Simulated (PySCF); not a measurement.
Computed properties of H₁₀N₂Si₃, SMILES N[SiH2]N[SiH2][SiH3]

H₁₀N₂Si₃, SMILES N[SiH2]N[SiH2][SiH3]. The structure is a stationary point at PBE0-D3(BJ)/def2-SVP. The structure was generated by enumeration, and PubChem lists no compound with its InChIKey, so it may never have been made. One conformer was computed; it need not be the lowest. All values are computed for the isolated molecule unless a solvent is named; none is compared with measurement here.

**Structure.** All 39 harmonic modes at PBE0-D3(BJ)/def2-SVP (PySCF) are real, so it is a minimum. With heavy atoms numbered as in [NH2:1][SiH2:2][NH:3][SiH2:4][SiH3:5], the shortest bond between them is N1–Si2 at 1.724 Å and the longest Si4–Si5 at 2.348 Å.

**Vibrations.** The strongest infrared lines (harmonic, unscaled, degenerate partners summed) lie at 812 cm⁻¹ (575 km/mol, H 85 %, Si 12 %), 1199 cm⁻¹ (313 km/mol, H 65 %, N 31 %), 940 cm⁻¹ (246 km/mol, H 92 %). The softest mode is at 27 cm⁻¹ and the zero-point energy is 64.0 kcal/mol.

**Electronic structure.** CAM-B3LYP/def2-TZVP (PySCF) places the frontier levels at -8.49 and 0.93 eV, a gap of 9.42 eV, and gives a dipole moment of 1.55 D and a mean polarisability of 96.5 bohr³. PBE/def2-TZVP (PySCF) at the same geometry gives -5.92 and -0.94 eV, so its gap is 4.44 eV narrower. An orbital gap is neither the optical nor the fundamental gap.

**Excitations.** TDA-M06-2X/def2-SVPD (PySCF) has S1 at 5.99 eV (207 nm, f = 0.007, weak); the most intense of the 10 singlets computed lies at 7.40 eV (f = 0.20). T1 (TDA) is at 5.61 eV, 0.38 eV under S1. TDA-PBE/def2-SVPD (PySCF) puts S1 at 5.16 eV. No vertical singlet excitation falls in the visible range (under 3.1 eV).

**NMR.** GIAO shifts at B3LYP/pcSseg-1 (PySCF) (non-relativistic, atoms alike by connectivity averaged): ¹H from -0.1 to 5.2 ppm against TMS; ²⁹Si from -106.0 to -36.6 ppm against TMS.

**Solvation.** SMD-ωB97X/6-31G* (PySCF) gives 0.5 kcal/mol in water, -2.2 kcal/mol in dimethylsulfoxide, -3.0 kcal/mol in ethylethanoate (1 M in both phases, gas-phase geometry); of these solvents ethylethanoate holds the molecule best.
